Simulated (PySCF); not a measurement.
This PySCF input asks for the NMR shieldings of `BOB[C@H](C#CC)C[SiH3]`, C$_{5}$H$_{12}$B$_{2}$OSi; the geometry comes from GFN2-xTB.

```python
import basis_set_exchange as bse
import numpy as np
from pyscf import gto, dft
from pyscf.prop import nmr

atoms = """
B     3.672641   -1.570884   -0.634950
O     2.770346   -0.821084   -0.082466
B     1.818678   -0.108648    0.437314
C     0.315676   -0.241202   -0.139388
C    -0.362799    1.039709   -0.176854
C    -0.910550    2.106374   -0.187969
C    -1.586058    3.387459   -0.218104
C    -0.457064   -1.239559    0.751742
Si   -2.203273   -1.620618    0.101899
H     3.840118   -2.668383   -0.232775
H     4.316954   -1.143676   -1.526430
H     2.049209    0.592240    1.358530
H     0.334560   -0.642343   -1.161190
H    -2.293811    3.419926   -1.046745
H    -0.860088    4.191067   -0.342890
H    -2.128075    3.545452    0.714270
H    -0.510766   -0.838032    1.765473
H     0.120558   -2.165248    0.814574
H    -2.095461   -2.141117   -1.265117
H    -2.804364   -2.644920    0.961663
H    -3.035351   -0.419569    0.108941
"""
names = dict.fromkeys(["B", "O", "C", "Si", "H"], "pcSseg-1")
basis = {el: gto.basis.parse(bse.get_basis(n, elements=[el], fmt="nwchem")) for el, n in names.items()}
mol = gto.M(atom=atoms, basis=basis, charge=0, verbose=0)
mf = dft.RKS(mol, xc="PBE0")
mf.grids.level = 2
mf.grids.alignment = dft.numint.BLKSIZE   # the property module wants whole blocks of grid points
mf.conv_tol = 1e-9
mf.kernel()

calc = nmr.RKS(mf)   # GIAO
C = mf.mo_coeff
Co = C[:, mf.mo_occ > 0]
resp = mf.gen_response(singlet=True, hermi=2)
def vind(x):   # induced exchange potential for any number of trial vectors
    d = np.einsum("pi,xij,qj->xpq", C, 2 * x.reshape(-1, C.shape[1], Co.shape[1]), Co, optimize=True)
    return np.einsum("xpq,pi,qj->xij", resp(d - d.transpose(0, 2, 1)), C, Co, optimize=True).ravel()
mo1, _ = nmr.rhf.solve_mo1(calc, with_cphf=vind)
sigma = calc.kernel(mo1)
for i, s in enumerate(sigma):   # ppm
    w = np.linalg.eigvalsh((s + s.T) / 2)
    print("%2d %-2s iso %8.1f  s11 %8.1f  s22 %8.1f  s33 %8.1f" % (i, mol.atom_pure_symbol(i), w.mean(), *w))
```

**Question.** Give the expected output.

**Answer.** 
```
 0 B  iso     60.5  s11     13.8  s22     56.3  s33    111.4
 1 O  iso     21.3  s11   -102.0  s22     47.6  s33    118.3
 2 B  iso     61.7  s11     25.0  s22     59.8  s33    100.3
 3 C  iso    160.2  s11    154.5  s22    160.6  s33    165.5
 4 C  iso     99.8  s11     11.1  s22     14.8  s33    273.5
 5 C  iso    100.6  s11     19.7  s22     22.4  s33    259.6
 6 C  iso    181.9  s11    174.4  s22    175.0  s33    196.5
 7 C  iso    178.0  s11    160.9  s22    178.5  s33    194.6
 8 Si iso    420.0  s11    384.4  s22    409.8  s33    465.9
 9 H  iso     26.3  s11     25.5  s22     26.1  s33     27.4
10 H  iso     26.3  s11     25.6  s22     26.2  s33     27.2
11 H  iso     26.4  s11     24.3  s22     25.4  s33     29.5
12 H  iso     30.0  s11     26.8  s22     28.7  s33     34.5
13 H  iso     29.7  s11     24.4  s22     28.1  s33     36.5
14 H  iso     29.7  s11     24.3  s22     27.9  s33     36.9
15 H  iso     29.7  s11     24.5  s22     28.2  s33     36.4
16 H  iso     30.9  s11     26.9  s22     29.3  s33     36.4
17 H  iso     31.1  s11     25.1  s22     29.9  s33     38.3
18 H  iso     28.0  s11     24.8  s22     26.0  s33     33.2
19 H  iso     27.8  s11     24.4  s22     25.3  s33     33.7
20 H  iso     27.3  s11     23.2  s22     27.5  s33     31.3
```

These numbers come from an equivalent density-fitted implementation of the same equations, which agrees with the script to about 0.01 ppm for H and up to a few tenths of a ppm for heavy atoms, so last digits may differ.

Size and cost of the density-fitted run: 220 basis functions, 45 s wall time on 1 thread of an Arm Neoverse V2, shared host; peak memory 0.91 GiB.
